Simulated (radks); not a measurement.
Values are calculated unless marked as measured or tabulated.
Problem. The table gives one normalised radial function P(r) = r R(r) of Xe in [Xe] (r in bohr). Code: a radial shooting solver on a logarithmic mesh with Libxc functionals. Model: non-relativistic Kohn-Sham, exchange-only PBE, spin-polarised, spherical densities, point nucleus; relativity is left out, which matters for an element this heavy.

r               P
0.0009299   0.0000
0.00124     0.0000
0.001654    0.0000
0.002206    0.0000
0.002943    0.0001
0.003925    0.0001
0.005193    0.0003
0.006927    0.0006
0.009238    0.0015
0.01232     0.0033
0.01643     0.0073
0.02192     0.0158
0.02924     0.0330
0.03899     0.0663
0.05201     0.1264
0.06936     0.2252
0.09178     0.3620
0.1224      0.5236
0.1633      0.6401
0.2178      0.5993
0.2904      0.2977
0.3874     -0.2500
0.5167     -0.8386
0.6891     -1.1670
0.9191     -1.0796
1.226      -0.7168
1.635      -0.3441
2.163      -0.1195
2.885      -0.0262
3.848      -0.0034
5.133      -0.0002
6.846      0.0000

Which n and l does it have? It may be an empty orbital.

Solution. n = 4, l = 2: the number of nodes gives n - l - 1 = 1, the rise at small r (about r^(l+1)) gives l, and the extent must fit the shell. The curve is that of 4d. 4d: eigenvalue -61.003 eV, 1 radial node at r = 0.343 bohr, <r> = 0.872 bohr, 90 % of the charge inside 1.32 bohr.
